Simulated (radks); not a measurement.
Results of a calculation; reference values are marked as such.
Q: Radial electron density D(r) = 4 pi r^2 rho(r) of an atom or ion with 12 electrons. Level of theory: Dirac Kohn-Sham, PBEsol, spin-unpolarised, spherical densities, point nucleus (a radial shooting solver on a logarithmic mesh with Libxc functionals).

| r (bohr) | D(r) (e/bohr) |
|---|---|
| 0.00561 | 0.4906 |
| 0.00719 | 0.7716 |
| 0.009213 | 1.199 |
| 0.01181 | 1.837 |
| 0.01513 | 2.761 |
| 0.01939 | 4.051 |
| 0.02484 | 5.764 |
| 0.03184 | 7.884 |
| 0.0408 | 10.26 |
| 0.05228 | 12.53 |
| 0.067 | 14.15 |
| 0.08585 | 14.51 |
| 0.11 | 13.34 |
| 0.141 | 11.11 |
| 0.1807 | 9.078 |
| 0.2315 | 8.653 |
| 0.2967 | 10.13 |
| 0.3802 | 12.12 |
| 0.4872 | 12.50 |
| 0.6243 | 10.27 |
| 0.8064 | 6.343 |
| 1.033 | 3.022 |
| 1.324 | 1.329 |
| 1.697 | 0.9299 |
| 2.175 | 0.9042 |
| 2.787 | 0.7080 |
| 3.571 | 0.3715 |
| 4.576 | 0.1231 |
| 5.864 | 0.02467 |
| 7.515 | 0.002643 |
| 9.63 | 0.0001270 |

What is the nuclear charge?

A: Z = 13. The innermost maximum, from 1s, lies near gamma/Z bohr with gamma = sqrt(1 - (Z/c)^2) = 0.995, here 0.0766 bohr (found: 0.0805), and its height grows with Z. The density is that of the aluminium ion Al+ in [Ne] 3s1 3p1; the configuration itself is not fixed sharply by these data, and Z only to about a unit. D(r) has 2 maxima, at r = 0.0805, 0.450 bohr, and minima at 0.215 bohr, inside which lie 2.21 electrons.
